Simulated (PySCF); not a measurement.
Compound: C2H5BF2O.
Structure used (PBE0-D3(BJ)/def2-SVP), in Å, numbered top down from 1:
```
atom  x, y, z in Å
C1    -1.712    0.637    0.463
B2    -0.500   -0.255    0.053
O3     0.664    0.397   -0.288
C4     1.782   -0.285   -0.662
F5     1.549   -1.001   -1.773
F6     2.162   -1.143    0.296
H7    -1.492    1.098    1.443
H8    -2.656    0.085    0.555
H9    -1.844    1.474   -0.241
H10   -0.513   -1.463    0.033
H11    2.599    0.429   -0.855
```

The calculation used PySCF 2.14.0, PBE0-D3(BJ)/def2-SVP geometry optimisation, gas phase.

Masses are those of the commonest isotopes; rigid-rotor values at the optimised geometry. The values belong to one conformer with, in the numbering `[CH3:1][BH:2][O:3][CH:4]([F:5])[F:6]`, C1–B2–O3–C4 180°, B2–O3–C4–F5 62°.

**Question.** What are A, B and C (MHz)?

**Answer.** Ia = 65.24, Ib = 245.43, Ic = 272.21 u·Å²; 505379 MHz·u·Å²/I gives A = 7747, B = 2059, C = 1857 MHz.

**Question.** Classify the top.

**Answer.** A near-prolate asymmetric top: κ = (2 × 2059 − 7747 − 1857)/(7747 − 1857) = -0.93.

**Question.** Is it planar, by Δ = Ic − Ia − Ib?

**Answer.** Not planar: Δ = Ic − Ia − Ib = -38.46 u·Å². For a rigid frame Δ = −2 Σ m c², so Σ m c² = 19.23 u·Å² lies off the ab plane: 5.96 from hydrogen and 13.27 from heavier atoms. The atom farthest from that plane is 1.55 Å away.

**Question.** Predict some low-J microwave lines.

**Answer.** The dipole components are |μa| = 0.65 D, |μb| = 0.05 D, |μc| = 1.08 D. Intensities carry the squares of the components, which stand as 0.36 : 0.00 : 1.00 (a : b : c). Some lines, for components of 0.1 D or more:

| type | branch | J(Ka,Kc) | MHz | lower level (cm⁻¹) |
| --- | --- | --- | --- | --- |
| c | Q | 4(1,4) ← 4(0,4) | 4842 | 1.303 |
| c | Q | 2(1,2) ← 2(0,2) | 5490 | 0.392 |
| a | R | 3(1,2) ← 2(1,1) | 12048 | 0.595 |
| a | R | 4(0,4) ← 3(0,3) | 15610 | 0.783 |
| a | R | 4(3,2) ← 3(3,1) | 15673 | 2.522 |
| a | R | 4(3,1) ← 3(3,0) | 15674 | 2.522 |
| c | Q | 5(2,4) ← 5(1,4) | 15870 | 2.202 |
| a | R | 4(1,3) ← 3(1,2) | 16057 | 0.997 |
| c | R | 3(1,2) ← 2(0,2) | 18146 | 0.392 |
| a | R | 5(3,3) ← 4(3,2) | 19596 | 3.044 |
| c | R | 5(2,4) ← 4(1,4) | 37955 | 1.465 |
| c | R | 5(5,0) ← 4(4,0) | 71679 | 4.396 |
| c | R | 5(5,1) ← 4(4,1) | 71679 | 4.396 |

No PBE0-D3(BJ)/def2-SVP frequencies stand behind this structure, so it isn't proved a minimum. Constants of a rigid frame at the computed geometry: no zero-point averaging, no centrifugal distortion. A rigid rotor knows nothing of internal rotation, which can split or shift real lines. Quadrupole hyperfine structure (11B) is left out.
